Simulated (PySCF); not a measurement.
# Dipole response of Co+ (cobalt, charge +1)

[Ar] 3d8, high-spin 3F determinant. Computed with PySCF 2.14 in aug-cc-pwCVTZ-DK with one added diffuse shell each of s, p, d, f, g type (11s10p8d5f4g, 152 functions), with scalar relativity by spin-free X2C-1e. Coupled (time-dependent) response in atomic units; α is the mean over directions.

```json
{"method": "UHF", "mean α (bohr³)": "6.894", "C₆ (like pair)": "23.42", "S(−4)": "37.90"}
```

S(−4) is the Cauchy moment in α(ω) = α(0) + S(−4) ω² + …

α(iu) at UHF:

```tsv
u (hartree)	α(iu) (bohr³)
0	6.894
0.0500	6.802
0.100	6.549
0.200	5.795
0.300	5.019
0.500	3.842
0.750	2.928
1.00	2.342
1.50	1.628
2.00	1.211
3.00	0.7542
5.00	0.3787
```

For an ion, C₆ is the dispersion term alone; charge-induced terms of lower order in 1/R come first.
